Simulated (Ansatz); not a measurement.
Isolated molecules relaxed with PBE0-D4/def2-TZVP in Ansatz; ΔE leaves out vibrations. CBS: MP2 limit from def2 TZ/QZ plus the TZ coupled-cluster correction, frozen cores. This one scheme is used for every species. DFT in def2-TZVPP. def2 core potentials past Kr. For Zr outer-core shells are correlated without core-valence functions, which leaves a few kJ/mol of doubt a bond. One conformer a species, not always the lowest.

Reaction (ligand exchange at a Zr–C bond): `[CH3][Zr]([OH])([Cl])[Cl]` + HCl → `[OH][Zr]([Cl])([Cl])[Cl]` + CH₄

```json
{"level": "CAM-B3LYP-D4", "ΔE (kcal/mol)": "-50.0", "difference from CCSD(T)/CBS": "-1.1"}
{"level": "ωB97X-V", "ΔE (kcal/mol)": "-49.5", "difference from CCSD(T)/CBS": "-0.6"}
{"level": "PBE", "ΔE (kcal/mol)": "-49.1", "difference from CCSD(T)/CBS": "-0.2"}
{"level": "r2SCANh", "ΔE (kcal/mol)": "-50.7", "difference from CCSD(T)/CBS": "-1.8"}
{"level": "CCSD/def2-SVP", "ΔE (kcal/mol)": "-51.4", "difference from CCSD(T)/CBS": "-2.5"}
{"level": "MP2/def2-TZVPP", "ΔE (kcal/mol)": "-50.2", "difference from CCSD(T)/CBS": "-1.3"}
{"level": "CCSD/def2-TZVPP", "ΔE (kcal/mol)": "-48.3", "difference from CCSD(T)/CBS": "0.6"}
{"level": "MP2/def2-QZVPP", "ΔE (kcal/mol)": "-50.3", "difference from CCSD(T)/CBS": "-1.4"}
{"level": "MP2/CBS(def2)", "ΔE (kcal/mol)": "-50.4", "difference from CCSD(T)/CBS": "-1.5"}
{"level": "CCSD/CBS(def2)", "ΔE (kcal/mol)": "-48.5", "difference from CCSD(T)/CBS": "0.4"}
{"level": "CCSD(T)/CBS", "ΔE (kcal/mol)": "-48.9", "difference from CCSD(T)/CBS": "0"}
```

Largest T1 diagnostic among the species: 0.016.

From BLYP to BHLYP (50 % exact exchange), in def2-TZVPP and without D4, ΔE moves by −1.1 kcal/mol. Leaving LDA and LC-ωPBE aside and taking each functional with its dispersion term where it has one, the values, not all of them listed here, spread over 2.6 kcal/mol, from B97M-V to revPBE-D4. At CCSD(T), def2-SVP lies −3.1 kcal/mol from the extrapolated value and def2-TZVPP +0.1 kcal/mol.

CCSD(T)/CBS has its own doubt, a few kJ/mol and more with outer-core shells, so smaller differences from it don't rank the levels.
